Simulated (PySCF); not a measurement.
Species: C4H8FO2Si (doublet state).
Cartesian coordinates in Å at the GFN2-xTB level; atoms count from 1:
```xyz
16
C4H8FO2Si angstrom
O     -0.9871    0.0364   -1.5740
C     -1.9083   -0.0939   -0.8204
C     -1.8404    0.0402    0.6718
C     -0.4097    0.2956    1.1553
F     -0.5089    0.6988    2.5068
C      0.4595   -0.8859    1.0292
O      1.6615   -0.8556    0.4739
Si     2.5540    0.2488   -0.3395
H     -2.9259   -0.3260   -1.1911
H     -2.4876    0.8683    0.9768
H     -2.2387   -0.8673    1.1320
H      0.0316    1.1495    0.6301
H      0.1775   -1.8247    1.4778
H      2.8205    1.4126    0.5134
H      1.8630    0.6847   -1.5502
H      3.7313   -0.5725   -0.5684
```

The hyperfine couplings belong to this conformer and change with its torsions.

The species is `O([CH][C@H](F)CC=O)[SiH3]` [radical].

Computed, not measured: UKS B3LYP, pcH-1 on C F H O Si, non-relativistic, mean-field spin-orbit, GIAO (PySCF). Isolated species at its GFN2-xTB geometry (one conformer only). The geometry wasn't refined by DFT: couplings that depend on bond lengths, twists or pyramidal angles can differ widely from those at the functional's own minimum. Stability of the SCF solution: not tested.

Break the g tensor into its mass correction, gauge correction and orbital-Zeeman/spin–orbit terms.

```
                    Δg (ppm)     1     2     3
relativistic mass correction  -207  -207  -207
            gauge correction     4    63    68
   orbital Zeeman/spin–orbit  -227   949  1178
                       total  -431   804  1039
```

So g = 2.00189, 2.00312, 2.00336 and g_iso = 2.00279; the tensor is rhombic: the two nearest values differ by 16 % of g3 − g1. Axes: g2 points within 8° of the C6–O7 bond.

What are the electron Larmor frequencies g μB B/h along the three axes at 350 mT?

9.8066, 9.8127, 9.8138 GHz for g1, g2 and g3, a range of 7.2 MHz.

Average each term over the three axes. Which is largest in size?

The orbital-Zeeman/spin–orbit term 633, the mass correction -207 and the gauge correction 45 ppm, for a total of 471 ppm. The orbital-Zeeman/spin–orbit term is the largest in size. The mass correction is the same along every axis, so the anisotropy comes from the other two: their spans along these axes are 64 (gauge) and 1405 ppm (orbital Zeeman/spin–orbit).

At 34.137 GHz, how far is the centre of the isotropic spectrum from where a free electron (g = 2.002319) resonates?

B = hν/(g μB) with μB/h = 13.99624 MHz/mT gives 1218.09 mT for the free electron and 1217.81 mT at g_iso, 0.29 mT lower.

In a frozen sample, at which fields do the three g values resonate at 9.5, 34, 94 and 263 GHz (hyperfine left aside), and which band first spreads them over more than twice a line width of 0.3 mT?

| band | GHz | B(g3) mT | B(g2) mT | B(g1) mT | spread mT |
| --- | --- | --- | --- | --- | --- |
| X | 9.5 | 338.81 | 338.85 | 339.06 | 0.25 |
| Q | 34.0 | 1212.58 | 1212.72 | 1213.47 | 0.89 |
| W | 94.0 | 3352.41 | 3352.81 | 3354.88 | 2.46 |
| J | 263.0 | 9379.63 | 9380.73 | 9386.51 | 6.88 |

The spread grows in proportion to the frequency. Q band is the first where it exceeds 0.6 mT.

Largest spin populations (Mulliken): C6 (+0.87) and O7 (+0.11). No atom but C6 exceeds +0.15. The angles at C6 add up to 359.8°, so it is planar; its axial dipolar tensor and the negative coupling of its proton fit spin in a p orbital normal to that plane.

The HOMO–LUMO gaps are 3.86 eV among the α and 5.98 eV among the β orbitals.
